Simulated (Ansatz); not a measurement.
Molecule: [diamino(methyl)germyl]methane, C2H10GeN2 (charge 0, singlet). 
Structure (B3LYP-D3(BJ)/def2-TZVP (Ansatz, a quantum-chemistry and plane-wave program) minimum search):
```xyz
15

C      1.7159    -0.6154    -0.7021
Ge    -0.0003     0.0009     0.0019
C     -1.4772    -0.2233    -1.2752
N     -0.4533    -1.0149     1.4808
N      0.2889     1.7603     0.5389
H      1.6406    -1.6593    -1.0047
H      2.0179    -0.0208    -1.5652
H      2.4839    -0.5276     0.0662
H     -2.4061     0.1664    -0.8566
H     -1.6169    -1.2786    -1.5117
H     -1.2639     0.3170    -2.1978
H      0.0658    -0.7856     2.3185
H     -1.4396    -1.0203     1.7031
H      0.7832     2.3355    -0.1312
H     -0.5363     2.2599     0.8442
```

Quantity: atomisation energy (electronic, to ground-state atoms), in kcal/mol. Valence correlation only, unless marked. Open shells are spin-unrestricted. Spin-orbit coupling is left out. Frozen are the shells of the preceding noble gas and the d and f shells that filled before the atom's block. No relativistic terms. The coupled-cluster limit lacks core correlation, which all-electron functionals hold. CBS(X,Y): correlation extrapolated as X^-3; Hartree-Fock from the larger set. The bracket is a focal-point correction in the basis named.

| level | program | atomisation energy (kcal/mol) | minus last row |
|---|---|---|---|
| PBE0-D4/def2-TZVPD | Ansatz + dftd4 | 1269.0 | -2.7 |
| PBE0/def2-TZVP | Ansatz | 1261.3 | -10.4 |
| MP2/STO-3G | Ansatz | 1252.8 | -18.9 |
| SCS-MP2/aug-cc-pVDZ | Ansatz | 1190.2 | -81.5 |
| CCSD/CBS(cc-pVTZ,cc-pVQZ) | Ansatz | 1252.6 | -19.1 |
| RI-MP2/CBS(cc-pVTZ,cc-pVQZ)+[CCSD(T)-MP2]/cc-pVDZ | Ansatz | 1273.9 | 2.2 |
| CCSD(T)/CBS(cc-pVTZ,cc-pVQZ) | Ansatz | 1271.7 | 0.0 |
